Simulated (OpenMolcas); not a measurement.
**Pd3+ in a point-charge field**

Pd3+ among 4 point charges of -2.5 e arranged as a tetrahedron (Td), 1.89 Å from the ion.

```
Program             : OpenMolcas
Method              : SS-CASPT2, IPEA 0.25 Eh, imaginary shift 0.1 Eh (closed shells correlated: 4s 4p)
Basis               : ANO-RCC-VTZP [7s6p4d2f1g]
Scalar Hamiltonian  : DKH2, point nucleus
Active space        : 7 electrons in 5 orbitals (4d)
State averaging     : 2S+1 = 4 even, 10 roots; 2S+1 = 2 even, 40 roots
Spin-orbit coupling : RASSI with atomic mean-field integrals over the reference wave functions
```

The lowest spin-free states (labels of Td), above the lowest:

```
State  Degeneracy  E (cm-1)  Free-ion L (%)
  4A2           1         0         F (100)
  4T2           3      3420         F (100)
  4T1           3      5750          F (99)
  4T1           3     15070          P (99)
   2E           2     15660          G (82)
  2T1           3     15900          G (78)
  2A1           1     16590         G (100)
  2T2           3     17620          G (94)
  2T1           3     20160          H (55)
  2T2           3     20610          H (81)
   2E           2     21740          H (61)
  2T1           3     22080          P (50)
  2T1           3     23800          H (83)
  2T2           3     24710          D (76)
   2E           2     27480          D (55)
  2A2           1     31780         F (100)
  2T2           3     32470          F (99)
  2T1           3     33220          F (98)
   2E           2     50660         D (100)
  2T2           3     51410          D (99)
```

The lowest levels with spin-orbit coupling:

```csv
E (cm-1),Degeneracy,Label,2S+1,g
0,4,Γ8,4,
2710,4,Γ8,4,
3340,2,Γ6,4,2.44 2.44 2.44
4820,4,Γ8,4,
5040,2,Γ7,4,3.84 3.84 3.84
5470,2,Γ6,4,0.49 0.49 0.49
7030,4,Γ8,4,
8130,2,Γ7,4,1.87 1.87 1.87
8820,4,Γ8,4,
15160,4,Γ8,4 (70 %),
15260,4,Γ8,4,
15400,2,Γ7,4,2.62 2.62 2.62
15560,2,Γ6,2,3.42 3.42 3.42
15900,4,Γ8,2 (88 %),
17120,2,Γ6,4 (89 %),2.53 2.53 2.53
17850,4,Γ8,2,
18350,4,Γ8,2 (88 %),
19050,2,Γ6,2,1.46 1.46 1.46
19910,2,Γ7,2,2.14 2.14 2.14
21080,4,Γ8,2,
```

Powder χT (cm3 K/mol): 3.63 at 2 K, 3.64 at 10 K, 3.66 at 50 K, 3.69 at 100 K, 3.75 at 200 K, 3.81 at 300 K. The effective moment at 300 K is 2.828 √(χT) = 5.52 μB.

The lowest level has 2S+1 = 4, for which the spin-only value is χT = S(S+1) / 2 = 1.875 cm3 K/mol (g = 2). The computed 3.810 at 300 K differs by +1.935, through orbital momentum, spin-orbit coupling and any other state in reach.

Roots that are degenerate in the reference are averaged as groups; the widest CASPT2 spread within a group is 170 cm-1 (the 2-fold group of multiplicity 2 near 21700 cm-1 above the lowest state of its run). Shifts and gaps below about the spread of the groups concerned are not significant. Free-ion shares, where given, are those of the reference states; single-state CASPT2 does not remix them. Point charges carry no covalency, so the field is a model and not that of real ligands. No measured value stands beside these numbers.
